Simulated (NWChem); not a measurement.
Species: C$_{3}$H$_{6}$OSi; SMILES C[Si@H]1C=CO1

```xyz
11

C      0.0110    -1.9919    -0.5094
Si     0.0708    -0.4124     0.4702
C      1.0929     1.0218    -0.0742
C     -0.1053     1.5902    -0.3378
O     -1.1401     0.7432    -0.0425
H      0.8745    -2.6297    -0.2611
H      0.0344    -1.7786    -1.5880
H     -0.9037    -2.5605    -0.2790
H     -0.0540    -0.6856     1.9305
H      2.0877     1.4408    -0.2005
H     -0.3768     2.5785    -0.7327
```
Atoms are numbered in this order, from 1.

All runs: NWChem. Pople sets run with spherical d functions. The geometry was optimised at PBE0/def2-SVP. Level: PBE/6-31G* with SMD (1 M gas to 1 M solution), gas-phase geometry. Reactions with the solvent are ignored.

Task: Estimate the computed values for solvent water. Quantities: solvation free energy (kcal/mol); cavity-dispersion-structure term (kcal/mol); dipole in solution (D).

Result: The solvation free energy (kcal/mol) is -0.3. The cavity-dispersion-structure term (kcal/mol) is 4.4 and the dipole in solution (D) is 1.95.
